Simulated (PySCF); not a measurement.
**Working out the ionisation energy of Pb⁺**

Pb⁺ [Xe] 4f14 5d10 6s2 6p1 (2P) → Pb²⁺ [Xe] 4f14 5d10 6s2 (1S). Calculation: PySCF 2.14, in aug-cc-pVQZ-PP with ECP60MDF; a scalar-relativistic core potential. Frozen: 5s2 5p6 5d10. Energies in hartree (1 hartree = 27.21139 eV):

```
            part  Pb⁺ (lower)  Pb²⁺ (upper)
             UHF  -191.594980   -191.109541
CCSD correlation    -0.037590     -0.028174
             (T)    -0.000474      0.000000
```

Problem. What does Hartree-Fock give?

Solution. (-191.109541) − (-191.594980) = 0.485439 hartree = 13.209 eV.

Problem. What do CCSD and CCSD(T) give?

Solution. The CCSD correlation energies differ by 0.009416 hartree = 0.256 eV and the triples by 0.000474 hartree = 0.013 eV, so CCSD gives 13.465 eV and CCSD(T) 13.478 eV.

Measured between the centres of the two terms (NIST): 13.869 eV, so CCSD(T) (valence) is off by -0.391 eV.

What remains against the reference includes basis incompleteness, the frozen core and higher excitations.
